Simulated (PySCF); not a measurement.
These 2 structures share the formula C8H13NO. Method: PySCF, PBE0-D3(BJ)/def2-SVP geometry optimisation, gas phase. One conformer each; no zero-point energy, no entropy. No frequencies were run at this level. Point groups hold within 0.08 Å.

Problem. Rank from lowest to highest electronic energy at this level (kcal/mol).
A. `[CH2:1]=[C:2](/[CH:3]=[N:4]/[C:5]([CH3:6])=[O:7])[CH:8]([CH3:9])[CH3:10]` with C1–C2–C3–N4 176°, C3–N4–C5–C6 142°, C1–C2–C8–C9 105°
B. `[CH3:1][C@:2]12[CH2:3][C@@H:4]([NH:5][CH:6]=[O:7])[C@H:8]([CH2:9]1)[CH2:10]2` with C3–C4–N5–C6 -126°, C4–N5–C6–O7 1°

Solution. B (0.0), A (13.7).

As drawn, the lower has a four-membered ring, an N–H bond and a quaternary carbon, which the higher lacks; the higher has a C=N bond and a C=C bond outside aromatic rings, which the lower lacks.

```json
{"SMILES": "C[C@]12C[C@@H](NC=O)[C@H](C1)C2", "E (Eh)": "-441.83063", "E rel (kcal/mol)": "0.0", "dipole (D)": "3.94", "point group": "C1", "A, B, C (MHz)": "3394, 764.2, 743.9"}
{"SMILES": "C=C(/C=N/C(C)=O)C(C)C", "E (Eh)": "-441.80885", "E rel (kcal/mol)": "13.7", "dipole (D)": "2.70", "point group": "C1", "A, B, C (MHz)": "2517, 661.2, 599.7"}
```
